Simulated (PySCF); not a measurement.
# From a computed spectrum to the compound

A species of 4 atoms with charge 3 has these harmonic modes (PBE0, small Gaussian bases with core potentials, PySCF 2.14.0):

```tsv
cm⁻¹	km/mol	symmetry
269	81.8	π
269	81.8	π
403	34.3	σ+
873	11.7	π
873	11.7	π
2142	823.9	σ+
3153	218.3	σ+
```

Problem. Which species is it, and in which structure?

Solution. [Dy(HCN)]3+ (singlet in the valence; each metal's 4f electrons, 9 of them, lie in its core potential, out of spins and levels):
```xyz
4

Dy    0.0000    0.0000   -0.3974
N     0.0000    0.0000    1.8084
C     0.0000    0.0000    2.9749
H     0.0000    0.0000    4.0916
```
Ideal gas at 298.15 K and 1 bar: S = 280.9 J/(mol K), Cp = 54.2 J/(mol K), H − H(0 K) = 12.2 kJ/mol (rigid rotor, harmonic modes, spin degeneracy alone, that of the 4f electrons in the core included). An lcecp potential fixes the number of 4f electrons, so in runs with it no electron can move into or out of that shell.
 This is one of several that fit.
